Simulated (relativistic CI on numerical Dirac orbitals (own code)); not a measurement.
## I XVII: computed level list

Calculated at this level of theory: Dirac-Coulomb-Breit CI, KLI orbitals optimised for each configuration, QED by a radiative potential, unscaled Slater integrals (own radial code, finite nucleus).

Configurations in the expansion (outside the closed core [Ar] 3d10): 4s2 4p6 4d, 4s2 4p5 4d2, 4s2 4p6 4f, 4s 4p6 4d2, 4s2 4p5 4d 4f, 4s2 4p6 5s, 4s2 4p6 5p, 4s 4p6 4d 4f, 4s2 4p6 5d, 4s2 4p5 4d 5s, 4s2 4p6 5f, 4p6 4d3, 4p5 4d4, 4p5 4d3 4f. Double excitations out of closed p, d and f shells are left out; levels of such configurations are missing from the list, as are those of other unlisted configurations, and high levels can miss mixing partners. These lack a partner that the ground configuration has and come out too high: 4s2 4p5 4d 5s.

The lowest level is 4s2 4p6 4d 2D_3/2, with 99 % of that term; Hund's rules for 4s2 4p6 4d give 2D with J = 3/2, in agreement.

```
No.  Configuration  Term     J  E (cm⁻¹)   %  Next component (%)  Lifetime (s)
  1     4s2 4p6 4d    2D   3/2         0  99  1 4s2 4p5 4d 4f 2D              
  2     4s2 4p6 4d    2D   5/2     19944  99  1 4s2 4p5 4d 4f 2D      1.17e-02
  3    4p5 4d2(3F)   4D°   1/2    610889  96               3 2P°      9.53e-07
  4    4p5 4d2(3F)   4D°   3/2    614808  80              11 4F°      1.35e-07
  5    4p5 4d2(3F)   4D°   5/2    624223  70              21 4F°      1.34e-07
  6    4p5 4d2(3F)   4D°   7/2    636318  49              31 4F°      2.30e-07
  7    4s2 4p5 4d2   2F°   5/2    640117  28              19 4P°      4.35e-09
  8    4p5 4d2(3F)   4G°   7/2    643735  34              26 4D°      3.96e-08
  9    4p5 4d2(3F)   4G°   9/2    644965  77              16 4F°      4.48e-02
 10    4p5 4d2(3F)   4G°  11/2    650172  94               5 2H°      2.90e-01
 11    4p5 4d2(3P)   4P°   5/2    654481  58              23 2F°      5.19e-08
 12    4p5 4d2(3P)   4P°   3/2    657449  29              26 2D°      1.99e-09
 13    4p5 4d2(3P)   4P°   3/2    659704  36              25 4F°      3.88e-10
 14    4p5 4d2(3F)   2G°   7/2    671681  51              23 2F°      8.62e-08
 15    4p5 4d2(3P)   4P°   1/2    673107  58              22 2P°      1.78e-08
 16    4p5 4d2(1D)   2D°   5/2    677773  60              20 2F°      7.82e-10
 17    4p5 4d2(1D)   2F°   7/2    680255  74   10 4s2 4p6 4f 2F°      1.77e-10
 18    4p5 4d2(3F)   4F°   9/2    681832  66              30 2G°      1.26e-03
 19    4p5 4d2(1G)   2F°   5/2    685347  33              18 4F°      1.11e-10
 20    4p5 4d2(1G)   2H°  11/2    685632  94               5 4G°      6.81e-03
 21    4p5 4d2(3P)   4D°   7/2    689857  48              26 2F°      1.71e-09
 22    4p5 4d2(3F)   4F°   3/2    691825  29              29 2P°      3.10e-10
 23    4p5 4d2(1D)   2P°   1/2    701606  73              18 4P°      4.75e-10
 24    4p5 4d2(3P)   4D°   5/2    705294  31              22 4G°      9.79e-11
 25    4p5 4d2(1G)   2G°   9/2    712760  53              46 2H°      2.20e-03
 26    4p5 4d2(3P)   2D°   3/2    721531  43              30 4D°      5.20e-11
 27    4p5 4d2(3F)   4G°   5/2    736074  30              23 2F°      1.12e-10
 28    4p5 4d2(3F)   4D°   7/2    737087  33              30 2F°      1.49e-10
 29    4p5 4d2(1S)   2P°   3/2    748700  39              37 2D°      4.26e-10
 30    4p5 4d2(3F)   2F°   5/2    750544  27              20 4D°      8.76e-11
 31    4p5 4d2(3P)   4D°   1/2    754622  68              16 2P°      2.73e-11
 32    4p5 4d2(3F)   4G°   7/2    764300  32              32 2G°      1.81e-09
 33    4p5 4d2(1S)   2P°   3/2    770580  37              36 4S°      2.87e-11
 34     4s2 4p6 4f   2F°   7/2    782850  43  27 4s2 4p5 4d2 2F°      2.96e-10
 35    4p5 4d2(3F)   2G°   9/2    783570  54              18 2H°      4.12e-05
 36    4p5 4d2(1D)   2F°   5/2    787429  43              31 2D°      6.00e-11
 37    4p5 4d2(3P)   2D°   3/2    787686  33              30 4D°      6.16e-10
 38    4p5 4d2(3P)   2S°   1/2    791265  59              22 4P°      8.01e-10
 39    4p5 4d2(1G)   2G°   7/2    803010  55              25 2F°      9.04e-11
 40    4p5 4d2(1D)   2P°   3/2    814287  37              24 4S°      6.81e-10
 41    4p5 4d2(1G)   2G°   9/2    817318  55              35 2H°      3.70e-05
 42    4p5 4d2(3P)   2D°   5/2    823880  45              33 2F°      2.31e-09
 43    4p5 4d2(1S)   2P°   1/2    864843  88               8 4D°      2.16e-11
 44    4p5 4d2(3P)   2P°   1/2    909731  97               2 4D°      1.24e-12
 45    4p5 4d2(1G)   2F°   5/2    911633  48   43 4s2 4p6 4f 2F°      9.90e-13
```

Energies count from the lowest computed level; ° marks odd parity; lifetimes are radiative, by E1, M1, E2, M2, E3 decay to levels of this space only. Percentages are summed over parent terms; the parents shown are those of the largest component, closed shells are left out there.

The mean weight of the leading LS term, summed over parents, in these 45 levels is 55 %, and that of the leading jj configuration (from the same eigenvectors) 69 %, so jj coupling describes them better and the LS labels are nominal.

At this charge energies of transitions that change n are usually good to better than 1 %, and those within a shell (Δn = 0) to a few per cent.

LS names give the leading component of a level, which can be under half, so a name can repeat, a term be missing and a line seem to break the LS rules.
